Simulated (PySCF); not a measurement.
Worked example: oscillator strength and radiative lifetime

HfCl2I2, SMILES [I][Hf]([Cl])([Cl])[I], multiplicity 1.

Geometry optimised at PBE-D3(BJ)/def2-SVP. The spin state was assumed, not searched. The structure was generated by enumeration; whether it is a known compound was not checked. The def2 effective core potentials stand for the cores of Hf, I; spin–orbit coupling is left out.

TDA-PBE/def2-SVPD (PySCF) puts the first singlet state with f over 0.02 at 3.90 eV (vertical), with the transition dipole (0.467, 0.000, 0.000) in atomic units.

Q: Find the oscillator strength, the wavelength and the radiative lifetime that this transition would have in vacuum if emission retraced absorption.

A: 
|μ|² = 0.2181 au, so |μ| = 1.19 D. ΔE = 3.90/27.211 = 0.1433 hartree. f = (2/3) ΔE |μ|² = 0.021 (the program prints 0.021).
λ = 1239.84/3.90 = 318 nm; ν = 31456 cm⁻¹.
Einstein's coefficient A = 0.6670 ν² f s⁻¹ (ν in cm⁻¹) = 1.4e7 s⁻¹, so τ = 1/A = 73 ns. This state is S2; the lower singlet has f = 0.002. The figure is the radiative limit of this one transition; relaxation, internal conversion, crossing to triplets and a medium change what is measured.
